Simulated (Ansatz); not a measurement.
`[CH3][SnH2][SiH2]F` + `[OH][Al]([SH])[Cl]` → `[CH3][SnH2][SiH2]Cl` + `[OH][Al]([F])[SH]`  (redistribution)

Program: Ansatz. Geometries: PBE0-D4/def2-TZVP. ΔE: electronic, gas phase. CCSD(T)/CBS is the MP2 limit (def2-TZVPP, def2-QZVPP) plus CCSD(T) − MP2 in def2-TZVPP, frozen cores. Functionals use def2-TZVPP. B3LYP here is the variant with VWN-RPA as its local correlation; programs differ in this. def2 core potentials past Kr. For Sn outer-core shells are correlated without core-valence functions, which leaves a few kJ/mol of doubt a bond. Each species was taken in one conformer, which may not be the lowest.

Q: Is it downhill or uphill in electronic energy at CCSD(T)/CBS, and by how much? (Estimate.)

A: Computed: Uphill: ΔE = +1.7 kcal/mol.

Q: What do these levels give: ωB97M-V, B2PLYP, r2SCAN, PBE0, B3LYP, HF/def2-TZVPP, MP2/def2-TZVPP, SCS-MP2/def2-TZVPP, CCSD/def2-TZVPP, HF/def2-QZVPP, MP2/def2-QZVPP, HF/CBS(def2)? (Estimate.)

A: Ansatz gave: ωB97M-V 2.3, B2PLYP 2.4, r2SCAN 2.3, PBE0 2.0, B3LYP 2.7, HF/def2-TZVPP 4.5, MP2/def2-TZVPP 1.6, SCS-MP2/def2-TZVPP 2.1, CCSD/def2-TZVPP 2.3, HF/def2-QZVPP 4.4, MP2/def2-QZVPP 1.3, HF/CBS(def2) 4.4 kcal/mol.

Largest T1 diagnostic among the species: 0.012.

In def2-TZVPP, CCSD(T) changes the Hartree–Fock value by −2.5 kcal/mol (the triples alone add −0.3 kcal/mol) and MP2 by −3.0 kcal/mol.
